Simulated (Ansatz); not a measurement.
A nudged elastic band was laid between two geometries of AlBFH₅O (9 atoms, charge 0, multiplicity 1).

The calculation used RKS B3LYP-D4/def2-SVP (Ansatz 0.2.0).

* movable images: 9
* climbing image: yes
* spring: 5.0 eV/Å²
* optimiser: quadratic models (default)
* start path: through a guess of the saddle point
* force threshold: 0.05 eV/Å
* iteration limit: 60
* end points: relaxed

First end point:

```xyz
9
Properties=species:S:1:pos:R:3
B 0.125 -0.409 0.174
F -0.720 0.451 0.807
H 1.200 0.009 -0.189
H -0.475 -0.885 -0.942
O 0.212 -1.727 0.968
Al -0.817 -2.518 -0.380
H 0.010 -3.516 -1.271
H -2.333 -2.631 0.034
H -0.034 -1.611 1.896
```

Last end point:

```xyz
9
Properties=species:S:1:pos:R:3
B 0.123 -0.201 -0.462
F -0.017 -0.465 2.340
H 1.272 0.173 -0.452
H -0.785 0.547 -0.745
O -0.146 -1.497 -0.166
Al -0.945 -3.017 -0.324
H -1.152 -3.795 1.026
H -1.313 -3.503 -1.774
H 0.131 -1.080 1.654
```

Problem. Which bonds break or form, and what moves?

Solution. Bonds broken: B1–F2, O5–H9. Bonds formed: F2–H9. AlBFH5O becomes AlBH4O + FH.

Problem. Give the energies along the band, and the barrier.

Solution. The run converged. The highest image is number 6 of 0 to 10, 34.8 kcal/mol above the first end and 8.8 kcal/mol above the last; the last end lies 26.0 kcal/mol above the first. The profile has 2 maxima (images 2, 6) with wells between them (image 3): this band takes more than one step, which may be the mechanism or a detour left from its start path. A vibrational analysis at the climbing image gives one clearly imaginary mode, 907i cm⁻¹: a first-order saddle point. The orbitals stay closed-shell, which can raise the energy where a bond breaks towards radicals; this wasn't checked here.

```json
{"image": "0", "path coordinate (Å)": "0.00", "energy (kcal/mol)": "0.0", "B1–F2 (Å)": "1.36", "O5–H9 (Å)": "0.97", "F2–H9 (Å)": "2.43"}
{"image": "1", "path coordinate (Å)": "1.67", "energy (kcal/mol)": "5.7", "B1–F2 (Å)": "1.36", "O5–H9 (Å)": "0.97", "F2–H9 (Å)": "3.09"}
{"image": "2", "path coordinate (Å)": "3.34", "energy (kcal/mol)": "15.0", "B1–F2 (Å)": "1.38", "O5–H9 (Å)": "0.97", "F2–H9 (Å)": "2.87"}
{"image": "3", "path coordinate (Å)": "5.02", "energy (kcal/mol)": "7.6", "B1–F2 (Å)": "1.54", "O5–H9 (Å)": "0.97", "F2–H9 (Å)": "2.76"}
{"image": "4", "path coordinate (Å)": "6.68", "energy (kcal/mol)": "13.5", "B1–F2 (Å)": "1.41", "O5–H9 (Å)": "0.97", "F2–H9 (Å)": "2.63"}
{"image": "5", "path coordinate (Å)": "8.35", "energy (kcal/mol)": "15.7", "B1–F2 (Å)": "1.38", "O5–H9 (Å)": "0.97", "F2–H9 (Å)": "2.44"}
{"image": "6", "path coordinate (Å)": "10.02", "energy (kcal/mol)": "34.8", "B1–F2 (Å)": "1.66", "O5–H9 (Å)": "1.28", "F2–H9 (Å)": "1.11"}
{"image": "7", "path coordinate (Å)": "10.50", "energy (kcal/mol)": "28.6", "B1–F2 (Å)": "2.11", "O5–H9 (Å)": "1.71", "F2–H9 (Å)": "0.95"}
{"image": "8", "path coordinate (Å)": "10.98", "energy (kcal/mol)": "26.3", "B1–F2 (Å)": "2.55", "O5–H9 (Å)": "1.89", "F2–H9 (Å)": "0.93"}
{"image": "9", "path coordinate (Å)": "11.47", "energy (kcal/mol)": "25.9", "B1–F2 (Å)": "2.72", "O5–H9 (Å)": "1.90", "F2–H9 (Å)": "0.93"}
{"image": "10", "path coordinate (Å)": "11.96", "energy (kcal/mol)": "26.0", "B1–F2 (Å)": "2.82", "O5–H9 (Å)": "1.89", "F2–H9 (Å)": "0.93"}
```

Problem. What is the geometry of the highest image?

Solution. 
```xyz
9
Properties=species:S:1:pos:R:3:forces:R:3
B -0.126 -0.141 0.105 0.00 0.00 0.00
F 0.510 -0.102 1.635 0.00 0.00 0.00
H 0.755 0.177 -0.658 0.00 0.00 0.00
H -1.167 0.470 0.133 0.00 0.00 0.00
O -0.262 -1.618 0.321 0.00 0.00 0.00
Al -0.792 -3.086 -0.424 0.00 0.00 0.00
H -0.624 -4.375 0.464 0.00 0.00 0.00
H -1.379 -3.006 -1.881 0.00 0.00 0.00
H 0.253 -1.157 1.402 0.00 0.00 0.00
```

Run time: 8.9 min on 2 threads of AMD EPYC 7R43 64-Core Processor (Zen 3) (shared host), peak memory 0.17 GiB.
